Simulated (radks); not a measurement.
Results of a calculation; reference values are marked as such.
Species: the titanium ion Ti3+. Configuration: [Ar] 3d1. Level of theory: scalar-relativistic Kohn-Sham, PBE, spin-polarised, spherical densities, point nucleus; open shells are filled with parallel spins first (a radial shooting solver on a logarithmic mesh with Libxc functionals).

Unscreened Slater integrals over Kohn-Sham orbitals (hartree). They are taken over the spin-up orbitals.

| integral | value |
|---|---|
| F0(3d,3d) | 0.72772 |
| F2(3d,3d) | 0.34421 |
| F4(3d,3d) | 0.21571 |
| F0(3d,3p) | 0.78356 |
| F2(3d,3p) | 0.37639 |
| G1(3d,3p) | 0.46902 |
| G3(3d,3p) | 0.28488 |
| F0(3d,3s) | 0.80464 |
| G2(3d,3s) | 0.35803 |
| F0(3d,2p) | 1.0026 |
| F2(3d,2p) | 0.17674 |
| G1(3d,2p) | 0.12351 |
| G3(3d,2p) | 0.069884 |
| F0(3p,3p) | 0.85477 |
| F2(3p,3p) | 0.43093 |
| F0(3p,3s) | 0.87976 |
| G1(3p,3s) | 0.58601 |
| F0(3p,2p) | 1.1597 |
| F2(3p,2p) | 0.22524 |
| G0(3p,2p) | 0.088790 |
| G2(3p,2p) | 0.091929 |
| F0(3s,3s) | 0.90738 |
| F0(3s,2p) | 1.2051 |
| G1(3s,2p) | 0.098223 |
| F0(2p,2p) | 3.1539 |
| F2(2p,2p) | 1.4785 |

Derived for the open shells (J is the average intra-shell exchange parameter used in DFT+U). 3d: Racah B = F2/49 - 5 F4/441 = 0.004579 hartree, C = 35 F4/441 = 0.01712 hartree, C/B = 3.74, F4/F2 = 0.627, J = (F2 + F4)/14 = 0.03999 hartree.
